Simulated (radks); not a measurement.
Values are calculated unless marked as measured or tabulated.
Effect of the nuclear size on the copper ion Cu+, [Ar] 3d10. Level of theory: Dirac Kohn-Sham, LDA (Slater exchange, Perdew-Wang correlation), spin-unpolarised, spherical densities, finite nucleus; Fermi nuclear charge, rms radius 3.8823 fm (a radial shooting solver on a logarithmic mesh with Libxc functionals). The rms radius is varied about that value; shifts are against it.

| rms radius (fm) | total energy shift (eV) | density at nucleus (e/bohr^3) | 1s1/2 shift (meV) | 2s1/2 shift (meV) | 3s1/2 shift (meV) |
|---|---|---|---|---|---|
| 3.1447 | -0.0671 | 2.232e+04 | -28.6 | -2.71 | -0.409 |
| 3.6959 | -0.0182 | 2.213e+04 | -7.76 | -0.736 | -0.111 |
| 3.8823 | 0 | 2.207e+04 | 0.000 | 0.000 | 0.000 |
| 4.0648 | 0.0187 | 2.202e+04 | 7.95 | 0.753 | 0.114 |
| 4.6665 | 0.0859 | 2.186e+04 | 36.6 | 3.47 | 0.524 |

Slopes of the eigenvalues against <r^2> in GHz/fm^2, as finite differences over the two radii next to the reference (eigenvalue slopes, not the field-shift constants of lines): 1s1/2 1330, 2s1/2 126, 3s1/2 19.0.
